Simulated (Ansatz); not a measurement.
A short molecular-dynamics run on `C[N](C)[Al]([NH2])[NH2]`.

```yaml
crystal:
  periodic: [false, false, false]
  atoms:
    - {symbol: C, position_ang: [1.427635, 0.833965, 0.968425]}
    - {symbol: N, position_ang: [0.273286, 0.038793, 0.640945]}
    - {symbol: C, position_ang: [-0.247855, -0.664016, 1.783983]}
    - {symbol: Al, position_ang: [-0.428330, -0.063521, -0.988479]}
    - {symbol: N, position_ang: [0.484673, 0.539008, -2.381542]}
    - {symbol: N, position_ang: [-2.037742, -0.768179, -1.213370]}
    - {symbol: H, position_ang: [1.784912, 1.383450, 0.093804]}
    - {symbol: H, position_ang: [2.261163, 0.218070, 1.340331]}
    - {symbol: H, position_ang: [1.203846, 1.575893, 1.750520]}
    - {symbol: H, position_ang: [-1.102032, -1.286015, 1.504593]}
    - {symbol: H, position_ang: [-0.580256, 0.024991, 2.575925]}
    - {symbol: H, position_ang: [0.506210, -1.328562, 2.233399]}
    - {symbol: H, position_ang: [0.093820, 0.707801, -3.292935]}
    - {symbol: H, position_ang: [1.470878, 0.735830, -2.388481]}
    - {symbol: H, position_ang: [-2.712536, -0.919792, -0.483211]}
    - {symbol: H, position_ang: [-2.420773, -1.050216, -2.099706]}
basis:
  gaussian: {orbitals: "6-31G*"}
hamiltonian: {xc: {name: r2SCAN}}
md: {timestep: 0.5 fs, n_steps: 30, ensemble: nvt_langevin, temperature: 1000, initial_velocities: maxwell_boltzmann, friction: 0.01, seed: 718}
```

```sh
$ ansatz run in.yaml --threads 4 --pin off --events-out ev --progress --plain --max-ram 11315MiB
```

```tsv
step	time (fs)	potential energy (eV)	kinetic (eV)	T (K)	conserved (eV)
0	0.0	-13300.9968	1.9389	938	–
1	0.5	-13300.9654	1.9256	931	–
2	1.0	-13300.8531	1.7936	867	–
3	1.5	-13300.6921	1.6668	806	–
4	2.0	-13300.5115	1.5897	769	–
5	2.5	-13300.3397	1.3380	647	–
6	3.0	-13300.2006	1.2240	592	–
7	3.5	-13300.1040	1.1146	539	–
8	4.0	-13300.0471	1.0752	520	–
9	4.5	-13300.0217	1.0757	520	–
10	5.0	-13300.0019	1.0677	516	–
11	5.5	-13299.9657	1.0918	528	–
12	6.0	-13299.9014	1.0876	526	–
13	6.5	-13299.8190	0.9684	468	–
14	7.0	-13299.7526	0.9131	442	–
15	7.5	-13299.7169	0.8179	395	–
16	8.0	-13299.7262	0.8245	399	–
17	8.5	-13299.7902	0.9307	450	–
18	9.0	-13299.8958	1.0105	489	–
19	9.5	-13300.0330	1.1810	571	–
20	10.0	-13300.1701	1.2303	595	–
21	10.5	-13300.2812	1.3219	639	–
22	11.0	-13300.3536	1.4935	722	–
23	11.5	-13300.3767	1.5871	767	–
24	12.0	-13300.3561	1.6270	787	–
25	12.5	-13300.3161	1.5461	748	–
26	13.0	-13300.2724	1.4818	716	–
27	13.5	-13300.2221	1.4147	684	–
28	14.0	-13300.1645	1.4373	695	–
29	14.5	-13300.0992	1.3325	644	–
30	15.0	-13300.0283	1.2227	591	–
```

Velocities are drawn at the set temperature; a run this short doesn't reach equilibrium.

Frames (Å, forces in eV/Å):

```xyz
16
time=0.0 fs
C     1.428    0.834    0.968    0.107    0.076    0.043
N     0.273    0.039    0.641   -0.014   -0.002   -0.031
C    -0.248   -0.664    1.784   -0.039   -0.066    0.114
Al   -0.428   -0.064   -0.988   -0.026   -0.005   -0.060
N     0.485    0.539   -2.382    0.016    0.016    0.017
N    -2.038   -0.768   -1.213    0.002   -0.013    0.028
H     1.785    1.383    0.094    0.029    0.066   -0.136
H     2.261    0.218    1.340    0.128   -0.095    0.064
H     1.204    1.576    1.751   -0.035    0.112    0.129
H    -1.102   -1.286    1.505   -0.115   -0.078   -0.065
H    -0.580    0.025    2.576   -0.046    0.107    0.126
H     0.506   -1.329    2.233    0.123   -0.100    0.074
H     0.094    0.708   -3.293   -0.092    0.056   -0.232
H     1.471    0.736   -2.388    0.253    0.040   -0.022
H    -2.713   -0.920   -0.483   -0.187   -0.030    0.171
H    -2.421   -1.050   -2.100   -0.103   -0.085   -0.220
16
time=1.5 fs
C     1.415    0.854    0.968    1.734   -0.615    1.692
N     0.292    0.063    0.661   -1.534   -0.693   -1.470
C    -0.246   -0.675    1.765   -1.485    1.783    1.163
Al   -0.438   -0.067   -0.987    0.644    0.238    0.104
N     0.493    0.537   -2.386    0.534    0.331   -1.134
N    -2.038   -0.785   -1.221   -0.342   -0.088    0.267
H     1.806    1.366    0.088   -0.023    0.205   -0.045
H     2.248    0.162    1.370   -0.559    0.920   -0.433
H     1.237    1.586    1.810   -0.030   -0.226   -0.633
H    -1.107   -1.333    1.536    0.187    0.485   -0.342
H    -0.584    0.080    2.580    0.246   -1.113   -0.760
H     0.467   -1.312    2.226    1.258   -0.831    0.657
H     0.025    0.631   -3.325    1.087   -0.022    1.343
H     1.524    0.750   -2.408   -1.713   -0.323   -0.238
H    -2.699   -0.858   -0.450    0.026   -0.074   -0.405
H    -2.443   -1.082   -2.102   -0.032    0.023    0.234
16
time=3.0 fs
C     1.403    0.872    0.970    3.050   -0.841    2.261
N     0.309    0.085    0.679   -3.156   -1.386   -2.766
C    -0.248   -0.682    1.747   -1.668    1.983    2.167
Al   -0.446   -0.072   -0.985    1.294    0.505    0.147
N     0.506    0.535   -2.394    0.099    0.102   -1.021
N    -2.037   -0.803   -1.227   -0.504   -0.058    0.468
H     1.832    1.349    0.072   -0.242    0.147    0.398
H     2.213    0.120    1.389   -0.522    1.446   -0.570
H     1.267    1.590    1.849   -0.110   -0.236   -1.006
H    -1.113   -1.380    1.564    0.516    1.009   -0.633
H    -0.589    0.105    2.577    0.307   -1.622   -1.027
H     0.456   -1.316    2.230    1.330   -0.696    0.627
H    -0.030    0.557   -3.322    1.720    0.177    1.621
H     1.546    0.760   -2.430   -2.224   -0.446   -0.385
H    -2.685   -0.800   -0.429    0.104   -0.189   -0.798
H    -2.461   -1.108   -2.102    0.006    0.108    0.518
16
time=4.5 fs
C     1.400    0.889    0.978    3.688   -0.833    2.125
N     0.323    0.103    0.697   -4.467   -1.895   -3.853
C    -0.253   -0.682    1.730   -0.373    1.113    3.380
Al   -0.454   -0.074   -0.984    1.866    0.738    0.159
N     0.520    0.532   -2.404   -0.984   -0.386    0.097
N    -2.037   -0.820   -1.230   -0.224    0.132    0.763
H     1.847    1.337    0.059   -0.389    0.109    0.794
H     2.169    0.105    1.393   -0.066    1.509   -0.453
H     1.289    1.592    1.867   -0.179   -0.032   -1.011
H    -1.100   -1.404    1.590    0.343    1.035   -1.009
H    -0.587    0.085    2.560    0.172   -1.450   -0.801
H     0.471   -1.339    2.249    0.522    0.143   -0.037
H    -0.040    0.495   -3.288    1.446    0.326    0.740
H     1.526    0.762   -2.469   -1.183   -0.261   -0.390
H    -2.670   -0.755   -0.424   -0.039   -0.289   -0.801
H    -2.475   -1.125   -2.091   -0.133    0.040    0.297
16
time=6.0 fs
C     1.402    0.902    0.990    3.355   -0.582    1.543
N     0.328    0.120    0.711   -5.147   -2.128   -4.578
C    -0.258   -0.682    1.718    1.280    0.062    3.753
Al   -0.461   -0.077   -0.979    2.330    0.950    0.054
N     0.531    0.527   -2.419   -2.057   -0.896    2.698
N    -2.037   -0.837   -1.231    0.043    0.201    0.697
H     1.843    1.333    0.057   -0.341    0.166    0.908
H     2.122    0.126    1.393    0.723    0.987   -0.130
H     1.299    1.596    1.867   -0.237    0.325   -0.712
H    -1.076   -1.410    1.600   -0.115    0.620   -1.315
H    -0.579    0.029    2.524   -0.216   -0.590    0.097
H     0.501   -1.357    2.269   -0.235    0.751   -0.638
H    -0.007    0.444   -3.240   -0.085    0.179   -1.589
H     1.481    0.759   -2.518    1.123    0.243   -0.399
H    -2.668   -0.728   -0.438   -0.273   -0.289   -0.458
H    -2.492   -1.145   -2.076   -0.148    0.000    0.069
16
time=7.5 fs
C     1.409    0.914    1.004    2.016    0.035    0.856
N     0.326    0.133    0.719   -5.082   -1.964   -4.744
C    -0.259   -0.679    1.713    2.587   -1.238    2.713
Al   -0.468   -0.079   -0.973    2.615    1.090   -0.128
N     0.537    0.518   -2.432   -2.304   -0.968    4.400
N    -2.039   -0.852   -1.227    0.163    0.052    0.098
H     1.826    1.335    0.068   -0.095    0.294    0.663
H     2.087    0.170    1.396    1.706   -0.001    0.375
H     1.294    1.619    1.851   -0.247    0.541   -0.394
H    -1.056   -1.402    1.582   -0.454    0.149   -1.407
H    -0.573   -0.041    2.494   -0.861    0.882    1.636
H     0.529   -1.356    2.272   -0.608    0.857   -0.874
H     0.031    0.398   -3.231   -1.249   -0.152   -3.094
H     1.460    0.756   -2.569    2.312    0.531   -0.341
H    -2.680   -0.717   -0.466   -0.586   -0.170    0.172
H    -2.517   -1.169   -2.061    0.088    0.061    0.070
16
time=9.0 fs
C     1.416    0.924    1.017    0.305    0.582    0.291
N     0.315    0.142    0.718   -4.192   -1.464   -4.235
C    -0.258   -0.677    1.716    3.259   -2.072    1.317
Al   -0.474   -0.080   -0.968    2.680    1.115   -0.354
N     0.540    0.506   -2.441   -1.620   -0.715    2.228
N    -2.041   -0.867   -1.220    0.056   -0.072   -0.235
H     1.806    1.352    0.091    0.195    0.401    0.238
H     2.084    0.221    1.412    2.361   -0.927    0.773
H     1.278    1.649    1.834   -0.260    0.578   -0.179
H    -1.039   -1.392    1.538   -0.622   -0.175   -1.280
H    -0.578   -0.092    2.487   -1.387    1.920    2.772
H     0.549   -1.340    2.259   -0.707    0.707   -0.853
H     0.043    0.353   -3.285   -0.255    0.025   -1.163
H     1.488    0.760   -2.616    0.515    0.052    0.102
H    -2.705   -0.718   -0.488   -0.641   -0.063    0.490
H    -2.531   -1.184   -2.051    0.313    0.111    0.088
16
time=10.5 fs
C     1.423    0.935    1.029   -0.430   -0.099    0.376
N     0.298    0.147    0.710   -2.835   -0.907   -3.105
C    -0.251   -0.681    1.723    1.766   -1.062    1.621
Al   -0.479   -0.079   -0.964    2.539    1.048   -0.614
N     0.537    0.494   -2.447   -0.621   -0.484   -0.587
N    -2.041   -0.883   -1.211   -0.677   -0.090    0.004
H     1.785    1.373    0.117    0.501    0.544   -0.380
H     2.129    0.254    1.436    1.621   -0.569    0.519
H     1.251    1.691    1.804   -0.219    0.425    0.053
H    -1.034   -1.395    1.477   -0.192    0.071   -0.821
H    -0.616   -0.102    2.534   -0.804    0.912    1.255
H     0.553   -1.310    2.234   -0.369    0.266   -0.533
H     0.046    0.313   -3.364    0.848    0.389    1.238
H     1.532    0.768   -2.658   -1.627   -0.546    0.662
H    -2.749   -0.726   -0.503   -0.057   -0.065    0.183
H    -2.538   -1.203   -2.042    0.555    0.166    0.129
16
time=12.0 fs
C     1.429    0.944    1.039   -0.288   -0.630    0.482
N     0.278    0.152    0.698   -1.390   -0.409   -1.680
C    -0.239   -0.689    1.732   -1.011    0.539    1.633
Al   -0.483   -0.078   -0.960    2.268    0.923   -1.032
N     0.536    0.481   -2.456   -0.201   -0.440   -1.663
N    -2.045   -0.901   -1.200   -1.461    0.040    0.486
H     1.779    1.408    0.136    0.562    0.338   -0.497
H     2.201    0.277    1.475    0.157    0.318   -0.113
H     1.220    1.744    1.770   -0.115   -0.036    0.118
H    -1.035   -1.405    1.401    0.565    0.580   -0.045
H    -0.675   -0.090    2.609    0.203   -0.489   -0.826
H     0.556   -1.265    2.195    0.503   -0.578    0.179
H     0.063    0.279   -3.415    1.067    0.532    2.168
H     1.552    0.764   -2.689   -2.322   -0.742    0.967
H    -2.796   -0.730   -0.508    0.737   -0.141   -0.317
H    -2.547   -1.221   -2.033    0.727    0.194    0.138
16
time=13.5 fs
C     1.436    0.948    1.050   -0.261   -0.303    0.758
N     0.255    0.157    0.682    0.072    0.099   -0.220
C    -0.230   -0.697    1.739   -2.992    1.490    0.684
Al   -0.486   -0.076   -0.956    1.915    0.769   -1.558
N     0.535    0.466   -2.470   -0.712   -0.619   -1.017
N    -2.052   -0.918   -1.187   -1.356    0.177    0.555
H     1.774    1.454    0.155    0.566   -0.005   -0.418
H     2.277    0.294    1.519   -1.166    0.968   -0.727
H     1.194    1.803    1.756    0.105   -0.949   -0.184
H    -1.028   -1.405    1.320    0.991    0.753    0.719
H    -0.724   -0.087    2.659    0.818   -1.122   -1.759
H     0.573   -1.233    2.155    1.242   -1.238    0.780
H     0.102    0.250   -3.420    0.534    0.394    1.689
H     1.522    0.738   -2.704   -1.345   -0.441    0.959
H    -2.829   -0.742   -0.521    0.880   -0.111   -0.262
H    -2.540   -1.231   -2.028    0.708    0.138    0.001
16
time=15.0 fs
C     1.440    0.955    1.058   -0.354    0.470    0.750
N     0.236    0.161    0.668    1.220    0.580    1.000
C    -0.226   -0.699    1.746   -2.957    1.369    0.085
Al   -0.487   -0.075   -0.955    1.485    0.590   -2.054
N     0.531    0.453   -2.487   -1.874   -0.783    1.430
N    -2.064   -0.935   -1.173   -0.282    0.250    0.145
H     1.774    1.502    0.174    0.501   -0.355   -0.296
H     2.333    0.328    1.551   -1.916    1.111   -1.051
H     1.176    1.859    1.748    0.248   -1.697   -0.404
H    -0.999   -1.391    1.254    0.919    0.508    1.212
H    -0.757   -0.110    2.676    1.086   -1.190   -1.986
H     0.613   -1.223    2.129    0.809   -1.047    0.708
H     0.156    0.219   -3.389   -0.648   -0.151   -0.351
H     1.466    0.714   -2.702    0.950    0.246    0.681
H    -2.845   -0.762   -0.549    0.243    0.067    0.367
H    -2.520   -1.236   -2.029    0.570    0.030   -0.235
```

It took 79 s on 4 threads of an Arm Neoverse V2 on a shared host, with 0.2 GiB of host memory at the peak.
